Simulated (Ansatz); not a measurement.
`[Cl][SnH2][Cl]` + CH₃SH → `C[S][SnH2][Cl]` + HCl at 500 K and 1 bar (ligand exchange at the Sn–Cl bond).

Calculated with Ansatz (gas phase, PBE0-D4/def2-TZVP geometries, no zero-point term in ΔE). CCSD(T)/CBS is the MP2 limit (def2-TZVPP, def2-QZVPP) plus CCSD(T) − MP2 in def2-TZVPP, frozen cores. This one scheme is used for every species. def2 core potentials past Kr. For Sn outer-core shells are correlated without core-valence functions, which leaves a few kJ/mol of doubt a bond. One conformer a species, not always the lowest.

```
         species  CCSD(T)/CBS energy (Eh)  H − E (kJ/mol)  S (J/(mol·K))
`[Cl][SnH2][Cl]`              -1134.85982            74.1          355.6
           CH₃SH               -438.22835           145.1          283.7
`C[S][SnH2][Cl]`              -1112.69775           187.7          433.6
             HCl               -460.38127            32.5          201.9
```

H − E and S are ideal-gas, rigid-rotor, harmonic terms from PBE0-D4/def2-TZVP, for one conformer and one mirror image of each species. 1 Eh = 2625.50 kJ/mol, R = 8.31446 J/(mol·K).

Question: By hand: ΔE, ΔH, ΔS and ΔG.

Answer: ΔE = (-1112.69775) + (-460.38127) − (-1134.85982) − (-438.22835) = 0.00915 Eh = 24.0 kJ/mol. Δ(H − E) = 187.7 + 32.5 − 74.1 − 145.1 = 1.0, so ΔH = 25.0 kJ/mol. ΔS = 433.6 + 201.9 − 355.6 − 283.7 = -3.8 J/(mol·K). ΔG = 25.0 − 500 × (-3.8)/1000 = 26.9 kJ/mol.

Question: By hand: the equilibrium constant, and the temperature at which ΔG would vanish if ΔH and ΔS stayed fixed.

Answer: log₁₀ K = −ΔG/(RT ln 10) = -2.8. ΔH and −TΔS have one sign here, so there is no such temperature. One of them is within its doubt of zero, so this could turn.

The number of gas molecules stays the same, so ΔS is small and ΔH decides. A doubt of 5 kJ/mol in ΔE shifts log₁₀ K by 0.5 here. Other conformers and mirror images would add mixing entropy, several J/(mol·K) or more a flexible species. Modes under 60 cm⁻¹, often nearly free rotors, make the harmonic entropy too high. These are equilibria of isolated gas molecules and say nothing of rates. Largest T1 diagnostic: 0.012 (customary marks: 0.02 for closed shells, 0.045 for open ones).
